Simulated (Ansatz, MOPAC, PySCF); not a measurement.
Dimer: NH3 (SMILES N) (first 4 atoms) with CHN (SMILES C#N); geometry from B3LYP-D3(BJ)/def2-TZVP, rigid monomers moved along the line of their centres of mass till N1···H7 is 3.73 Å.
(charge 0, multiplicity 1):
| atom | x (Å) | y (Å) | z (Å) |
|---|---|---|---|
| N | -0.3143 | 0.0262 | 0.0127 |
| H | -1.1880 | 0.4366 | -0.2992 |
| H | 0.4363 | 0.5891 | -0.3731 |
| H | -0.2471 | -0.8937 | -0.4094 |
| C | -0.0733 | -0.1926 | 4.8179 |
| N | -0.0172 | -0.2435 | 5.9631 |
| H | -0.1267 | -0.1443 | 3.7340 |

Monomers are frozen at their geometry in the pair; levels with a basis set take the counterpoise correction. Rows marked so take none.

Correlated levels freeze the cores. CBS(a, b) extrapolates the correlation energy as X⁻³ and adds the Hartree–Fock energy of set b. Rows in 3-21G, 6-311+G**, 6-31G* carry no dispersion term and start afresh at each structure (6-31G* with six Cartesian d functions). MP2/6-31G* freezes PySCF's default core. The state that AM1, PM6, PM7 reach isn't checked; PM7 holds dispersion and hydrogen-bond terms.

Codes used: Ansatz (a first-principles code) with Gaussian orbitals; MOPAC for AM1, PM6, PM7 (differences of heats of formation); PySCF for 3-21G rows, 6-311+G** rows, 6-31G* rows, the dispersion terms. 

Other levels give for the interaction energy: PBE/def2-TZVPPD -87.8; B3LYP/def2-TZVPPD -83.7; B3LYP-D3(BJ)/def2-TZVPPD -89.8; wB97M-V/def2-TZVPPD -92.6; CCSD(T)/CBS(aug-cc-pVDZ, aug-cc-pVTZ) -90.0 meV.

Common cheap choices:

```csv
level,interaction energy (meV),"less -90.0 (CCSD(T)/CBS(aug-cc-pVDZ, aug-cc-pVTZ))"
AM1,-49.4,40.6
PM6,-64.9,25.1
PM7,-81.1,8.9
HF/3-21G (no counterpoise),-113.4,-23.4
HF/6-31G*,-104.6,-14.6
B3LYP/6-311+G** (no counterpoise),-96.0,-6.0
M06-2X/6-31G* (no counterpoise),-115.6,-25.6
MP2/6-31G* (no counterpoise),-116.0,-26.0
```
